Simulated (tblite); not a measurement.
Species: C₈H₉O (doublet state).
SMILES with atom numbers: `[CH3:1][C@H:2]([O:3])[C:4]1=[CH:5][C@@H:6]2[CH:7]=[CH:8][C@H:9]12` (hydrogens: H10, H11, H12 on C1; H13 on C2; H14 on C5; H15 on C6; H16 on C7; H17 on C8; H18 on C9)

Cartesian coordinates in Å at the GFN2-xTB level; atoms count from 1:
```xyz
18
C8H9O angstrom
C     -2.6872    0.1911   -0.0002
C     -1.5076    0.3460   -0.9818
O     -1.7084   -0.0725   -2.2042
C     -0.1931   -0.0765   -0.3558
C      0.2930   -0.1575    0.8897
C      1.6001   -0.7634    0.4441
C      2.6271    0.2624    0.0108
C      2.1487    0.3736   -1.2237
C      1.0462   -0.6375   -1.0109
H     -3.5897    0.5939   -0.4524
H     -2.8475   -0.8663    0.1955
H     -2.4844    0.7053    0.9345
H     -1.2972    1.4531   -1.0526
H     -0.0671    0.1046    1.8655
H      1.9259   -1.6956    0.8882
H      3.4141    0.7322    0.5696
H      2.3873    0.9696   -2.0834
H      0.9312   -1.4562   -1.7094
```

All values are computed: GFN2-xTB (tblite) harmonic vibrations without scaling, gas phase. This tight-binding method is rough: wavenumbers can miss measured ones by several per cent, in bad cases by 10 to 20. One conformer, not necessarily the lowest. Open shells enter through the occupations alone, without spin polarisation, and single modes of such species can be off by tens of per cent.

Harmonic wavenumbers (cm⁻¹): 34.2, 115.0, 155.9, 176.5, 274.5, 333.3, 393.7, 440.7, 501.1, 564.9, 629.6, 756.5, 785.4, 807.3, 832.0, 840.0, 903.1, 917.6, 941.5, 958.3, 994.1, 1003.3, 1019.0, 1038.9, 1055.6, 1085.5, 1091.8, 1106.4, 1133.2, 1145.9, 1187.8, 1212.8, 1214.8, 1281.2, 1375.0, 1468.1, 1481.3, 1603.9, 1641.7, 2480.0, 3036.4, 3042.0, 3046.3, 3051.1, 3052.1, 3127.4, 3140.9, 3148.6.

A = 3838, B = 1178, C = 990.3 MHz; mass 121.065 u (most abundant isotopes); point group C1, symmetry number 1; spin multiplicity 2.

Problem. Zero-point energy?

Solution. ½Σν̃ = 30813 cm⁻¹ = 88.10 kcal/mol.

Problem. Give the ideal-gas entropy at 200 K and 1 bar in the rigid-rotor, harmonic-oscillator model (classical rotation).

Solution. Translation 38.33, rotation 27.47, vibration 14.07, spin (R ln 2) 1.38: S = 81.2 cal/(mol K).

Problem. And Cp and H(200 K) − H(0)?

Solution. Cp = 23.96 cal/(mol K), of which vibrations give 16.01 (their classical limit is 48 R = 95.4); H(200 K) − H(0) = 3.11 kcal/mol without the zero-point energy, 1.52 from vibrations.

Problem. How do the functions run with temperature in this model?

Solution. 
```json
{"T (K)": "150", "S (cal/(mol K))": "75.0", "Cp (cal/(mol K))": "19.5", "H − H(0) (kcal/mol)": "2.03", "G − H(0) (kcal/mol)": "-9.23", "ln q(vib)": "2.31"}
{"T (K)": "250", "S (cal/(mol K))": "87.1", "Cp (cal/(mol K))": "29.1", "H − H(0) (kcal/mol)": "4.44", "G − H(0) (kcal/mol)": "-17.35", "ln q(vib)": "4.22"}
{"T (K)": "298.15", "S (cal/(mol K))": "92.7", "Cp (cal/(mol K))": "34.5", "H − H(0) (kcal/mol)": "5.97", "G − H(0) (kcal/mol)": "-21.68", "ln q(vib)": "5.19"}
{"T (K)": "400", "S (cal/(mol K))": "104.4", "Cp (cal/(mol K))": "45.4", "H − H(0) (kcal/mol)": "10.04", "G − H(0) (kcal/mol)": "-31.72", "ln q(vib)": "7.33"}
{"T (K)": "600", "S (cal/(mol K))": "126.1", "Cp (cal/(mol K))": "61.4", "H − H(0) (kcal/mol)": "20.84", "G − H(0) (kcal/mol)": "-54.81", "ln q(vib)": "11.77"}
{"T (K)": "900", "S (cal/(mol K))": "153.9", "Cp (cal/(mol K))": "75.7", "H − H(0) (kcal/mol)": "41.60", "G − H(0) (kcal/mol)": "-96.95", "ln q(vib)": "18.38"}
```

q(vib) and H(0) count from the zero-point level.

Problem. Which modes carry the vibrational entropy at 200 K?

Solution. 34.2 cm⁻¹: 4.78; 115.0 cm⁻¹: 2.42; 155.9 cm⁻¹: 1.86; 176.5 cm⁻¹: 1.64; 274.5 cm⁻¹: 0.93; 333.3 cm⁻¹: 0.67 cal/(mol K); the other 42 give 1.77 together.

Hindered rotation and anharmonicity are outside this model. Other conformers, if any are populated, would add a mixing term that is left out. The structure is chiral; the term R ln 2 for an equal mix with its mirror image is left out.
